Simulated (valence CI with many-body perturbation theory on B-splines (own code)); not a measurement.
**Cs3+: one-electron terms**

Calculated by valence CI with perturbative core correlation (CI+MBPT): six valence electrons over a frozen Dirac-Fock core [Kr] 4d10, radial functions for each j: 9 s, 9 p, 8 d, 6 f, 3 g, 1 h, with the one-electron correlation potential Σ1, the two-electron term Σ2, the three-electron term Σ3, Breit, model QED; selected CI, second order for the rest, scaled by the run's own slope (own B-spline code, finite nucleus).

Against 24 measured levels this calculation errs by 228 cm⁻¹ on average and by 482 at most. These come from a selection out of Gamrath, thesis, University of Mons (2023). Levels without a partner in it may be off by more. Among the levels kept, up to 1000 cm⁻¹ of a level comes from second order outside the variational space, and about a tenth of that is noise between levels of different J, which matters for small intervals. 1 measured level below the end of the list, from 152832 cm⁻¹ on, found no clear computed partner, and computed levels of the same name lie up to 1444 cm⁻¹ from them.

These are the spectroscopic orbitals of the CI (the correlating ones are not listed), shaped by the core and the other valence electrons. h is the expectation value of the core's Dirac-Fock operator, without the valence repulsion; Σ1 is computed up to l = 3 at one energy for each symmetry, that of its lowest orbital but kept below the first core excitation, so for empty shells it is not the orbital's own correlation shift; Breit and QED include the response of the core.

| Orbital | h (hartree) | Σ1 (cm⁻¹) | Breit (cm⁻¹) | QED (cm⁻¹) | ⟨r⟩ (bohr) |
| --- | --- | --- | --- | --- | --- |
| 5s1/2 | -4.4911 | -13515 | 305 | 322 | 1.703 |
| 6s1/2 | -2.2989 | -2460 | 76.5 | 78.1 | 3.665 |
| 7s1/2 | -1.3769 | -886 | 29.8 | 30.5 | 6.450 |
| 8s1/2 | -0.92129 | -435 | 15.2 | 15.5 | 9.945 |
| 5p1/2 | -3.8951 | -10902 | 432 | -9.7 | 1.900 |
| 6p1/2 | -2.0116 | -1962 | 101 | -2.4 | 4.177 |
| 7p1/2 | -1.2389 | -787 | 43.6 | -1.1 | 7.170 |
| 8p1/2 | -0.84364 | -406 | 23.3 | -0.6 | 10.88 |
| 5p3/2 | -3.7895 | -10007 | 236 | 15.2 | 1.965 |
| 6p3/2 | -1.9703 | -1869 | 56.5 | 3.5 | 4.274 |
| 7p3/2 | -1.219 | -757 | 26.3 | 1.5 | 7.295 |
| 8p3/2 | -0.83249 | -393 | 14.1 | 0.8 | 11.04 |
| 5d3/2 | -2.8034 | -4692 | 51.3 | -9.1 | 2.647 |
| 6d3/2 | -1.5325 | -1207 | 16.0 | -2.8 | 5.522 |
| 7d3/2 | -0.99655 | -568 | 8.1 | -1.4 | 8.995 |
| 5d5/2 | -2.7842 | -4528 | 14.9 | -4.9 | 2.671 |
| 6d5/2 | -1.5252 | -1178 | 4.8 | -1.5 | 5.553 |
| 7d5/2 | -0.99276 | -556 | 2.5 | -0.8 | 9.033 |
| 4f5/2 | -3.0762 | -11501 | -158 | -17.9 | 1.909 |
| 5f5/2 | -1.6077 | -2613 | -41.7 | -5.3 | 5.166 |
| 4f7/2 | -3.07 | -11271 | -206 | -15.2 | 1.919 |
| 5f7/2 | -1.6065 | -2584 | -56.3 | -4.5 | 5.173 |
| 5g7/2 | -1.1315 |  | 0.0 | 0.0 | 6.801 |
| 5g9/2 | -1.1317 |  | 0.0 | 0.0 | 6.800 |

Among the shells of the start configuration 5s2 5p4, Σ1 is largest in size for 5s1/2, where it is 1.4 % of h.

Lowest root of each symmetry, sizes in configuration state functions:

| J | Parity | Roots | Reference | Variational | Second order | Change by selected CI (cm⁻¹) | Change by second order (cm⁻¹) |
| --- | --- | --- | --- | --- | --- | --- | --- |
| 0 | even | 3 | 29 | 70881 | 3157888 | -17277 | -178 |
| 1 | even | 2 | 60 | 80048 | 11875281 | -16553 | -351 |
| 2 | even | 3 | 83 | 83170 | 10676657 | -16559 | -412 |
| 3 | even | 2 | 65 | 83639 | 11972517 | -21642 | -791 |
| 4 | even | 2 | 46 | 80518 | 22045912 | -21505 | -896 |
| 5 | even | 1 | 20 | 67487 | 17105308 | -21514 | -555 |
| 0 | odd | 5 | 16 | 89550 | 3181470 | -23037 | -158 |
| 1 | odd | 8 | 42 | 95601 | 6375675 | -22776 | -412 |
| 2 | odd | 8 | 48 | 88234 | 10697611 | -22197 | -620 |
| 3 | odd | 5 | 39 | 81946 | 14567920 | -22503 | -691 |
| 4 | odd | 5 | 25 | 76706 | 17110501 | -22385 | -568 |
| 5 | odd | 1 | 12 | 62894 | 16367527 | -27375 | -558 |
